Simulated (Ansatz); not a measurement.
Consider the formal exchange of groups at the Si–O bond: `OB(Cl)O[SiH3]` + `O[SiH](F)[SiH3]` → `O[SiH](F)[SiH2][SiH3]` + `OB(O)Cl`.

Isolated molecules relaxed with PBE0-D4/def2-TZVP in Ansatz; ΔE leaves out vibrations. CCSD(T)/CBS adds triple-zeta CCSD(T) − MP2 to the extrapolated MP2 energy (def2 sets, frozen cores). Functionals use def2-TZVPP. B3LYP here is the variant with VWN-RPA as its local correlation; programs differ in this. HSE06 is defined as in plane-wave codes. Each species was taken in one conformer, which may not be the lowest.

```csv
level,ΔE (kJ/mol)
PBE-D4,52.8
revPBE-D4,54.0
BLYP-D4,75.8
B3LYP-D4,80.7
r2SCANh-D4,72.5
HSE06-D4,60.4
CCSD/def2-TZVPP,84.8
MP2/CBS(def2),86.9
```

Q: What does CCSD(T)/CBS give? (An estimate is asked.)

A: Computed: +80.7 kJ/mol. The listed levels differ from it by -27.9, -26.7, -4.9, 0.0, -8.2, -20.3, 4.1, 6.2 kJ/mol.

Largest T1 diagnostic among the species: 0.013.

From r2SCAN to r2SCAN0 (25 % exact exchange), in def2-TZVPP and without D4, ΔE moves by +3.5 kJ/mol. At CCSD(T), def2-SVP lies −9.2 kJ/mol from the extrapolated value and def2-TZVPP −0.1 kJ/mol.
